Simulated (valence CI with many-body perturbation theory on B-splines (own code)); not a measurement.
## Energy levels of Ti¹⁴⁺

Level of theory: relativistic CI+MBPT: six valence electrons over a frozen Dirac-Fock core [He], a basis of 9 s, 9 p, 8 d, 6 f, 3 g, 1 h functions for each j, with the one-electron correlation potential Σ1, the two-electron term Σ2, the three-electron term Σ3, Breit, model QED; selected CI, second order for the rest, scaled by the run's own slope (own B-spline code, finite nucleus).

No measured levels were compared; by estimate levels of excited configurations hold to 0.05 to 0.15 % of their energy, terms of the ground configuration to about 0.5 %. Among the levels kept, up to 2800 cm⁻¹ of a level comes from second order outside the variational space, and about a tenth of that is noise between levels of different J, which matters for small intervals.

Levels 1 to 45 of 62, with energies above the lowest level, 2s²2p⁴ ³P_2. "Leading %" is the weight of the configuration and term that name the level; weights of strongly mixed levels are sums over their largest components and can fall short. Lifetimes count E1, E2, E3, M1 and M2 decay at the calculated energies, and are blank where another channel may lead or the interval is too uncertain; long ones can be off by a factor of two.

| No. | Configuration | Term | J | E (× 10³ cm⁻¹) | Leading % | Lifetime | g |
| --- | --- | --- | --- | --- | --- | --- | --- |
| 1 | 2s²2p⁴ | ³P | 2 | 0.00 | 95 |  | 1.475 |
| 2 | 2s²2p⁴ | ³P | 1 | 39.28 | 100 | 767 μs | 1.499 |
| 3 | 2s²2p⁴ | ³P | 0 | 42.38 | 92 | 652 ms |  |
| 4 | 2s²2p⁴ | ¹D | 2 | 108.94 | 95 | 387 μs | 1.021 |
| 5 | 2s²2p⁴ | ¹S | 0 | 215.95 | 90 | 43.5 μs |  |
| 6 | 2s2p⁵ | ³P° | 2 | 712.52 | 100 | 31.9 ps | 1.499 |
| 7 | 2s2p⁵ | ³P° | 1 | 743.14 | 99 | 29.1 ps | 1.493 |
| 8 | 2s2p⁵ | ³P° | 0 | 762.31 | 100 | 28.8 ps |  |
| 9 | 2s2p⁵ | ¹P° | 1 | 978.75 | 99 | 8.94 ps | 1.002 |
| 10 | 2p⁶ | ¹S | 0 | 1657.0 | 97 | 10.1 ps |  |
| 11 | 2s²2p³3s | ⁵S° | 2 | 4309.7 | 96 | 68.0 ps | 1.983 |
| 12 | 2s²2p³3s | ³S° | 1 | 4353.2 | 94 | 638 fs | 1.955 |
| 13 | 2s²2p³3s | ³D° | 1 | 4438.9 | 86 | 1.77 ps | 0.610 |
| 14 | 2s²2p³3s | ³D° | 2 | 4439.8 | 78 | 1.85 ps | 1.210 |
| 15 | 2s²2p³3s | ³D° | 3 | 4450.8 | 99 | 1.96 ps | 1.332 |
| 16 | 2s²2p³3s | ¹D° | 2 | 4468.1 | 83 | 855 fs | 1.041 |
| 17 | 2s²2p³3p | ⁵P | 1 | 4494.9 | 93 | 391 ps | 2.453 |
| 18 | 2s²2p³3p | ⁵P | 2 | 4497.4 | 90 | 440 ps | 1.798 |
| 19 | 2s²2p³3p | ⁵P | 3 | 4505.1 | 95 | 389 ps | 1.655 |
| 20 | 2s²2p³3s | ³P° | 0 | 4518.8 | 97 | 2.08 ps |  |
| 21 | 2s²2p³3s | ³P° | 1 | 4523.1 | 84 | 1.74 ps | 1.425 |
| 22 | 2s²2p³3p | ³P | 1 | 4537.8 | 88 | 272 ps | 1.480 |
| 23 | 2s²2p³3s | ³P° | 2 | 4541.4 | 77 | 1.73 ps | 1.427 |
| 24 | 2s²2p³3p | ³P | 2 | 4543.9 | 89 | 281 ps | 1.504 |
| 25 | 2s²2p³3p | ³P | 0 | 4546.7 | 98 | 313 ps |  |
| 26 | 2s²2p³3s | ¹P° | 1 | 4556.4 | 78 | 878 fs | 1.001 |
| 27 | 2s²2p³3p | ³D | 1 | 4602.6 | 46 | 207 ps | 0.837 |
| 28 | 2s²2p³3p | ³D | 2 | 4617.7 | 67 | 415 ps | 1.046 |
| 29 | 2s²2p³3p | ³D | 3 | 4627.9 | 57 | 395 ps | 1.229 |
| 30 | 2s²2p³3p | ³F | 2 | 4630.2 | 58 | 187 ps | 0.868 |
| 31 | 2s²2p³3p | ¹P | 1 | 4630.7 | 49 | 150 ps | 0.800 |
| 32 | 2s²2p³3p | ³D | 3 | 4639.0 | 49 | 135 ps | 1.197 |
| 33 | 2s²2p³3p | ¹F | 3 | 4646.5 | 77 | 385 ps | 1.040 |
| 34 | 2s²2p³3p | ³F | 4 | 4647.7 | 99 | 332 ps | 1.249 |
| 35 | 2s²2p³3p | ³P | 1 | 4683.6 | 55 | 24.8 ps | 1.642 |
| 36 | 2s²2p³3p | ³P | 0 | 4683.7 | 95 | 26.5 ps |  |
| 37 | 2s²2p³3p | ³P | 2 | 4698.2 | 92 | 16.6 ps | 1.475 |
| 38 | 2s²2p³3p | ³D | 1 | 4707.2 | 76 | 64.4 ps | 0.628 |
| 39 | 2s²2p³3p | ³D | 2 | 4714.9 | 45 | 59.9 ps | 1.082 |
| 40 | 2s²2p³3p | ³S | 1 | 4718.9 | 49 | 30.1 ps | 1.665 |
| 41 | 2s²2p³3p | ³D | 2 | 4721.7 | 41 | 73.2 ps | 1.193 |
| 42 | 2s²2p³3d | ⁵D° | 0 | 4733.1 | 96 | 23.2 ps |  |
| 43 | 2s²2p³3d | ⁵D° | 3 | 4733.1 | 94 | 107 ps | 1.487 |
| 44 | 2s²2p³3d | ⁵D° | 2 | 4733.2 | 95 | 23.1 ps | 1.487 |
| 45 | 2s²2p³3d | ⁵D° | 1 | 4733.2 | 96 | 18.1 ps | 1.491 |

Names give the largest LS component (configuration and term), which can be under half, so a name can repeat, a term be missing and a line seem to break the LS rules; names also repeat where a configuration has a term twice.

The ionisation energy to 2s²2p³ ⁴S°3/2 of the next ion comes out as 943.71 eV (NIST: 944.5 ± 1.6 eV (semi-empirical)). All 62 levels together are meant to be complete up to 4871.4 × 10³ cm⁻¹.
